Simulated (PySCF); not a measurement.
# Pb (lead, neutral): UHF calculation

Configuration: [Xe] 4f14 5d10 6s2 6p2, high-spin 3P determinant. All numbers are calculated (PySCF 2.14, a scalar-relativistic core potential, in aug-cc-pVDZ-PP with ECP60MDF).

```
Total energy                                                  : -191.832827 hartree
One-electron energy                                           : -335.8117 hartree
Hartree (Coulomb) energy                                      : 159.0136 hartree
Exchange energy                                               : -15.0347 hartree
⟨S²⟩                                                          : 2.0103
⟨L²⟩                                                          : 2.020
Sum of ⟨r⟩                                                    : 32.42 bohr
Sum of ⟨r²⟩                                                   : 66.92 bohr²
Traceless quadrupole moment −½Σ⟨3z² − r²⟩ along its main axis : 5.26 e·bohr²
```

```csv
shell,electrons,mean orbital energy (hartree),spread (hartree),"rms radius, mean of both spins (bohr)"
5s α,1,-6.17589,0,0.925
5s β,1,-6.17049,0,0.925
5p α,3,-3.85716,0.00677,1.05
5p β,3,-3.85352,0.01568,1.05
5d α,5,-1.07758,0.01277,1.40
5d β,5,-1.06989,0.02067,1.40
6s α,1,-0.62378,0,2.56
6s β,1,-0.50500,0,2.56
6p α,2,-0.25473,0,3.59
```

Energies and moments cover only the electrons outside the core potential. Spin-orbit coupling is strong in this species (close to jj coupling), so the high-spin LS determinant is a model state, not a physical level.
